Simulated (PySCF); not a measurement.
**Static response to an electric field**

C₆H₇BO₂.
Numbering: `[CH:1]#[C:2][CH2:3][C:4]#[C:5][CH2:6][B:7]([OH:8])[OH:9]` (hydrogens: H10 on C1; H11, H12 on C3; H13, H14 on C6; H15 on O8; H16 on O9)

Cartesian coordinates in Å at the GFN2-xTB level; atoms count from 1:
```xyz
16
C6H7BO2 angstrom
C      3.6585    1.5058   -1.0252
C      2.9874    0.5157   -1.0415
C      2.1629   -0.6802   -1.0485
C      0.9828   -0.4958   -0.2162
C      0.0159   -0.3193    0.4685
C     -1.1618   -0.1152    1.2889
B     -2.4369    0.4272    0.4702
O     -3.5386    0.9296    1.0983
O     -2.4449    0.3739   -0.8715
H      4.2508    2.3713   -1.0178
H      2.7519   -1.5262   -0.6749
H      1.8508   -0.8978   -2.0764
H     -1.4195   -1.0671    1.7664
H     -0.9033    0.5802    2.0946
H     -3.5215    0.9596    2.0529
H     -3.2422    0.7147   -1.2793
```

Level: PBE0/def2-SVPD (PySCF), static field, nuclei fixed, core orbitals frozen in the response. The polarisability tensor in these axes (au):

```
x   110.45   4.76 -17.64
y     4.76  76.76   0.83
z   -17.64   0.83  80.51
```

Q: Diagonalise the tensor; give its mean and Δα, where Δα² is half the sum of the squared differences of the eigenvalues.

A: Principal values 70.96, 77.77 and 118.99 au; mean 89.24 au = 13.22 Å³ = 14.71 × 10⁻⁴⁰ C²·m²/J; Δα = 45.01 au (50 % of the mean).

Q: What is the dipole moment, and where does it point?

A: (-1.53, -0.03, 1.37) D, 2.06 D in size, pointing from the negative to the positive side. Measured along this direction, the outermost atoms are H10 at the negative end and H15 at the positive end.

Q: Orientational against electronic polarisability at 250 K (dilute gas, rigid molecules)?

A: In Gaussian units μ²/3kT = 40.96 Å³ against 13.22 Å³, a ratio of 3.10; the Debye molar polarisation (4π/3)N_A(α + μ²/3kT) is 136.7 cm³/mol, leaving out the vibrational part.

Q: Rayleigh depolarisation ratio (linearly polarised light, static tensor)?

A: ρ = 3Δα²/(45ᾱ² + 4Δα²) = 6079.0/(358379 + 8105.3) = 0.0166.

Q: What would n − 1 = 2πNα be for an ideal gas of these molecules at 298.15 K and 1 atm, electronic part alone?

A: N = p/kT = 2.4615 × 10¹⁹ cm⁻³, so n − 1 = 2π × N × 13.22 × 10⁻²⁴ cm³ = 2045 × 10⁻⁶ at long wavelengths.

Q: Traceless (Buckingham) quadrupole moment about the centre of nuclear charge: eigenvalues?

A: -4.94, -2.56, 7.50 D·Å. The values depend on the origin, since the dipole doesn't vanish. The electronic extent ⟨r²⟩ about the same centre is 1930 bohr², a root-mean-square distance of 2.91 Å for the 64 electrons.

The structure is a single GFN2-xTB conformer in the gas phase; no vibrational or solvent corrections.

The run behind these numbers computed excited states as well. The run took 2.0 min of wall time (grids of density and orbitals included) on Arm Neoverse N1, one thread (shared host), and the process peaked at 0.97 GiB of memory.
